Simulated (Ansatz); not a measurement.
Geometry optimisation, Ansatz 0.2.0, RHF/6-31G*.

Input file:

```yaml
crystal:
  periodic: [false, false, false]
  atoms:
    - { symbol: Al, position_ang: [0.031303, 0.659576, -0.572749] }
    - { symbol: F, position_ang: [-0.016911, 0.157658, 2.267032] }
    - { symbol: "N", position_ang: [1.591394, -0.028557, -1.011572] }
    - { symbol: H, position_ang: [1.721167, -0.898646, -1.482169] }
    - { symbol: H, position_ang: [2.472128, 0.367759, -0.760432] }
    - { symbol: "N", position_ang: [-1.546737, 0.021019, -1.021209] }
    - { symbol: H, position_ang: [-1.712555, -0.873664, -1.430448] }
    - { symbol: H, position_ang: [-2.410567, 0.483488, -0.831631] }
    - { symbol: Cl, position_ang: [0.05728, 2.646367, 0.378343] }
    - { symbol: H, position_ang: [-0.016302, 1.0653, 2.405036] }
basis:
  gaussian: { orbitals: "6-31G*" }
hamiltonian:
  xc: hf
relax:
  f_tol: 0.03
  max_steps: 50
```

Launched with:

```bash
$ ansatz run input.yaml --threads 1 --pin off --max-ram 2048MiB --backend cpu --events-out ev --progress --plain --runs-dir out
```

Q: Where does it end, and by what steps?

A: The run converged. After 6 steps the energy has fallen by 0.177 eV; F2 moved furthest, 0.53 Å. Joined: Al1–F2 (2.88 → 2.12 Å).

```json
{"step": "0", "energy less start (eV)": "0.0000", "largest force component (eV/Å)": "0.718", "accepted": "yes"}
{"step": "1", "energy less start (eV)": "-0.0292", "largest force component (eV/Å)": "1.559", "accepted": "yes"}
{"step": "2", "energy less start (eV)": "-0.1109", "largest force component (eV/Å)": "1.230", "accepted": "yes"}
{"step": "3", "energy less start (eV)": "-0.1689", "largest force component (eV/Å)": "0.423", "accepted": "yes"}
{"step": "4", "energy less start (eV)": "-0.1764", "largest force component (eV/Å)": "0.140", "accepted": "yes"}
{"step": "5", "energy less start (eV)": "-0.1773", "largest force component (eV/Å)": "0.068", "accepted": "yes"}
{"step": "6", "energy less start (eV)": "-0.1775", "largest force component (eV/Å)": "0.014", "accepted": "yes"}
```

```xyz
10
Properties=species:S:1:pos:R:3
Al 0.024 0.634 -0.321
F 0.006 0.147 1.739
N 1.576 -0.042 -0.849
H 1.687 -0.878 -1.383
H 2.459 0.408 -0.728
N -1.543 0.014 -0.873
H -1.685 -0.845 -1.361
H -2.401 0.518 -0.807
Cl 0.048 2.703 0.313
H 0.000 0.941 2.212
```

Whether the end is a true minimum wasn't checked by a vibrational analysis.

The run took 22 s on 1 thread of Intel(R) Xeon(R) Platinum 8488C (Sapphire Rapids) (shared host), peak memory 0.2 GiB.
